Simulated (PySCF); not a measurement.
An element was calculated at PBE0 (PySCF 2.14, ECP, a triple-zeta basis, no spin-orbit coupling), in the ground configurations that NIST lists.

- electron affinity: 1.529 eV
- first ionisation energy: 7.279 eV
- second ionisation energy: 16.065 eV
- third ionisation energy: 25.946 eV
- polarisability of the atom: 75.0 bohr³

Which element is it?

Tungsten (W, Z = 74), in aug-cc-pwCVTZ-PP with ECP60MDF. NIST lists 7.864, 16.37 ± 0.15, 26 ± 0.4 eV for these ionisation energies.
